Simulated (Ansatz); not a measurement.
Ansatz (a first-principles code) input (CAM-B3LYP/def2-TZVPD):

Ansatz 0.2 input:
```yaml
crystal:
  periodic: [false, false, false]
  atoms:
    - {symbol: C, position_ang: [-3.27592477, 1.26983766, -0.47453997]}
    - {symbol: C, position_ang: [-2.93836541, -0.01192530, 0.19710199]}
    - {symbol: C, position_ang: [-1.73631697, -0.79593736, -0.19361360]}
    - {symbol: C, position_ang: [-0.41273489, -0.18891065, 0.32612574]}
    - {symbol: C, position_ang: [0.79807716, -1.00693323, -0.10476919]}
    - {symbol: S, position_ang: [2.39946956, -0.38767232, 0.49639269]}
    - {symbol: C, position_ang: [2.55863263, 1.12727288, -0.48620354]}
    - {symbol: H, position_ang: [-2.66568541, 2.10845401, -0.10368277]}
    - {symbol: H, position_ang: [-3.09741009, 1.21423152, -1.55321260]}
    - {symbol: H, position_ang: [-4.31862994, 1.55091285, -0.31496867]}
    - {symbol: H, position_ang: [-3.43675306, -0.25710842, 1.12758682]}
    - {symbol: H, position_ang: [-1.67443726, -0.85877469, -1.28749006]}
    - {symbol: H, position_ang: [-1.81639135, -1.82199450, 0.17766405]}
    - {symbol: H, position_ang: [-0.32163249, 0.83427520, -0.04490127]}
    - {symbol: H, position_ang: [-0.43879703, -0.12704743, 1.41612558]}
    - {symbol: H, position_ang: [0.84416347, -1.08979361, -1.19383785]}
    - {symbol: H, position_ang: [0.72889026, -2.02254160, 0.29073056]}
    - {symbol: H, position_ang: [3.54037994, 1.54339901, -0.26472893]}
    - {symbol: H, position_ang: [1.80059321, 1.86389712, -0.22372367]}
    - {symbol: H, position_ang: [2.50399048, 0.90442388, -1.55245271]}
basis:
  gaussian:
    orbitals: def2-TZVPD
hamiltonian:
  xc: {name: CAM-B3LYP}
magnetization: {spin_polarized: true, initial_magnetization: 1}
output: {forces: true}
```

Output:

```
Functional definition: CAM-B3LYP
integrals: 0.68 GiB planned
2003 factors; their error is unknown
integrals: 0.73 GiB planned
941 factors; integrals over basis functions are off by at most 2.0e-5 eV
0.54 GiB of the device are held for the grids
3.84 GiB of device memory are held for the factors and their scratch space
mean field: 4.26 GiB planned
mean field evaluation 1: about -17255.6773 eV, gradient 4.9e1 eV
mean field evaluation 2: about -17256.3808 eV, gradient 4.8e1 eV
mean field evaluation 4: about -17267.3896 eV, gradient 1.8e0 eV
mean field evaluation 8: about -17267.4059 eV, gradient 7.4e-2 eV
mean field evaluation 16: about -17267.3675 eV, gradient 3.3e-4 eV
mean field -17267.36751183 eV, -634.5640518178 hartree, gradient 7.7e-5 eV, S^2 0.754562; 0 other end points of the search recorded, 0 dependent functions left out
the calculation of the forces begins
reference -17267.36770586 eV, -634.5640589482 hartree; 33, 32 occupied and 352, 353 virtual orbitals, 2003 factors
Total energy: -17267.36770586 eV, -634.5640589482 hartree
Atom 0 at    -3.275925     1.269838    -0.474540 Å, force     0.019965    -0.003615     0.006286 eV/Å
Atom 1 at    -2.938365    -0.011925     0.197102 Å, force     0.034681     0.042262    -0.024716 eV/Å
Atom 2 at    -1.736317    -0.795937    -0.193614 Å, force     0.116216     0.065748     0.041029 eV/Å
Atom 3 at    -0.412735    -0.188911     0.326126 Å, force    -0.046565    -0.107484    -0.067797 eV/Å
Atom 4 at     0.798077    -1.006933    -0.104769 Å, force     0.083331     0.100540     0.087658 eV/Å
Atom 5 at     2.399470    -0.387672     0.496393 Å, force    -0.185934     0.121733    -0.209332 eV/Å
Atom 6 at     2.558633     1.127273    -0.486204 Å, force    -0.009506    -0.146095     0.091372 eV/Å
Atom 7 at    -2.665685     2.108454    -0.103683 Å, force    -0.033117    -0.055479    -0.011094 eV/Å
Atom 8 at    -3.097410     1.214232    -1.553213 Å, force    -0.016206    -0.004571     0.042008 eV/Å
Atom 9 at    -4.318630     1.550913    -0.314969 Å, force     0.038094    -0.017722    -0.006735 eV/Å
Atom 10 at    -3.436753    -0.257108     1.127587 Å, force     0.000872     0.001769    -0.020703 eV/Å
Atom 11 at    -1.674437    -0.858775    -1.287490 Å, force    -0.012104     0.001259     0.038457 eV/Å
Atom 12 at    -1.816391    -1.821994     0.177664 Å, force    -0.005619     0.034588    -0.011220 eV/Å
Atom 13 at    -0.321632     0.834275    -0.044901 Å, force    -0.000110    -0.020723     0.007196 eV/Å
Atom 14 at    -0.438797    -0.127047     1.416126 Å, force    -0.000783    -0.007765    -0.023040 eV/Å
Atom 15 at     0.844163    -1.089794    -1.193838 Å, force     0.004189     0.002742     0.041072 eV/Å
Atom 16 at     0.728890    -2.022542     0.290731 Å, force    -0.002884     0.029858    -0.013908 eV/Å
Atom 17 at     3.540380     1.543399    -0.264729 Å, force    -0.032064    -0.008877    -0.011478 eV/Å
Atom 18 at     1.800593     1.863897    -0.223724 Å, force     0.035999    -0.031062    -0.001220 eV/Å
Atom 19 at     2.503990     0.904424    -1.552453 Å, force     0.011545     0.002894     0.046166 eV/Å
Dipole moment:    -0.207530     0.171185    -0.214155 e Å
```

It need not be the lowest isomer of its formula.
